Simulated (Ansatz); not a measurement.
# A relaxation, step by step

SiNH₄Cl₃, closed shell, PBE0-D4/def2-TZVP (Ansatz 0.2.0). Settings:

```yaml
hamiltonian: {xc: pbe0, dispersion: d4}
relax: {f_tol: 0.005, max_steps: 200}
```

Start, a step off a saddle point along its unstable mode:

```
9
angstrom
Si -0.7850 0.3036 -0.0786
Cl 0.7628 1.5140 -1.5944
Cl -1.6421 -0.6435 -1.6570
Cl -1.7026 -0.7542 1.5200
H -1.1059 1.6732 0.3629
H 1.4583 0.1033 -0.3230
N 0.8970 -0.4498 0.3419
H 0.9451 -1.4430 0.1214
H 1.1726 -0.3034 1.3067
```

| step | energy less the last (meV) | largest force component (eV/Å) |
| --- | --- | --- |
| 1 | 553.1 | 0.512 |
| 2 | 478.7 | 0.561 |
| 3 (rejected trial) | 479.0 | 1.180 |
| 4 | 412.7 | 0.681 |
| 5 | 356.8 | 0.688 |
| 6 | 336.4 | 0.249 |
| 7 | 321.4 | 0.117 |
| 8 | 304.8 | 0.061 |
| 9 | 284.9 | 0.487 |
| 10 | 237.9 | 0.653 |
| 11 | 165.2 | 0.897 |
| 12 | 60.2 | 0.522 |
| 13 | 19.5 | 0.379 |
| 14 | 0.3 | 0.040 |
| 15 (rejected trial) | 1.6 | 0.086 |
| 16 | 0.0 | 0.001 |

Step 6, positions (Å) and forces (eV/Å):

```json
{"atom": "Si1", "x": "-0.704", "y": "0.420", "z": "-0.185", "Fx": "-0.080", "Fy": "0.033", "Fz": "-0.249"}
{"atom": "Cl2", "x": "0.588", "y": "1.601", "z": "-1.525", "Fx": "0.006", "Fy": "0.041", "Fz": "0.058"}
{"atom": "Cl3", "x": "-1.666", "y": "-0.597", "z": "-1.690", "Fx": "0.074", "Fy": "-0.049", "Fz": "0.066"}
{"atom": "Cl4", "x": "-1.530", "y": "-0.766", "z": "1.464", "Fx": "0.008", "Fy": "0.021", "Fz": "0.040"}
{"atom": "H5", "x": "-1.288", "y": "1.652", "z": "0.360", "Fx": "0.039", "Fy": "-0.002", "Fz": "0.070"}
{"atom": "H6", "x": "1.709", "y": "-0.171", "z": "-0.298", "Fx": "-0.014", "Fy": "0.014", "Fz": "-0.001"}
{"atom": "N7", "x": "0.946", "y": "-0.456", "z": "0.312", "Fx": "-0.071", "Fy": "-0.016", "Fz": "0.118"}
{"atom": "H8", "x": "0.795", "y": "-1.463", "z": "0.279", "Fx": "0.010", "Fy": "0.020", "Fz": "0.033"}
{"atom": "H9", "x": "1.150", "y": "-0.220", "z": "1.284", "Fx": "0.029", "Fy": "-0.062", "Fz": "-0.135"}
```

Step 11, positions (Å) and forces (eV/Å):

| atom | x | y | z | Fx | Fy | Fz |
| --- | --- | --- | --- | --- | --- | --- |
| Si1 | -0.722 | 0.494 | -0.118 | -0.877 | 0.897 | 0.078 |
| Cl2 | 0.679 | 1.957 | -0.789 | -0.010 | 0.066 | 0.155 |
| Cl3 | -1.267 | -0.693 | -1.713 | -0.022 | -0.137 | -0.098 |
| Cl4 | -1.369 | -0.392 | 1.711 | 0.142 | 0.051 | 0.077 |
| H5 | -1.860 | 1.531 | -0.033 | 0.721 | -0.673 | -0.198 |
| H6 | 1.491 | -0.626 | -0.655 | -0.104 | 0.038 | 0.122 |
| N7 | 0.921 | -0.589 | 0.190 | 0.121 | -0.232 | -0.038 |
| H8 | 0.659 | -1.532 | 0.479 | 0.098 | 0.143 | -0.005 |
| H9 | 1.470 | -0.150 | 0.929 | -0.070 | -0.153 | -0.094 |

Step 12, positions (Å) and forces (eV/Å):

```
atom       x       y       z      Fx      Fy      Fz
 Si1  -0.754   0.520  -0.121  -0.418   0.465   0.076
 Cl2   0.663   2.006  -0.612  -0.048   0.101   0.095
 Cl3  -1.227  -0.734  -1.703  -0.046  -0.055  -0.058
 Cl4  -1.277  -0.231   1.783   0.033   0.084   0.060
  H5  -1.936   1.475  -0.160   0.522  -0.479  -0.108
  H6   1.485  -0.639  -0.686  -0.048  -0.026   0.084
  N7   0.924  -0.622   0.162  -0.048  -0.050  -0.022
  H8   0.650  -1.567   0.424   0.106   0.086  -0.036
  H9   1.473  -0.208   0.913  -0.053  -0.125  -0.091
```

Last step (16):

```
atom    x (Å)    y (Å)    z (Å)
 Si1  -0.7546   0.5311  -0.1127
 Cl2   0.6306   2.0755  -0.4355
 Cl3  -1.1978  -0.7873  -1.6854
 Cl4  -1.2023  -0.0429   1.8567
  H5  -1.9539   1.3753  -0.2914
  H6   1.4684  -0.6299  -0.7117
  N7   0.9089  -0.6397   0.1356
  H8   0.6321  -1.5954   0.3385
  H9   1.4686  -0.2867   0.9059
```

Hardware: 8 CPU threads of an Arm Neoverse V2, shared host. Wall time 40 s; peak host memory 0.66 GiB.
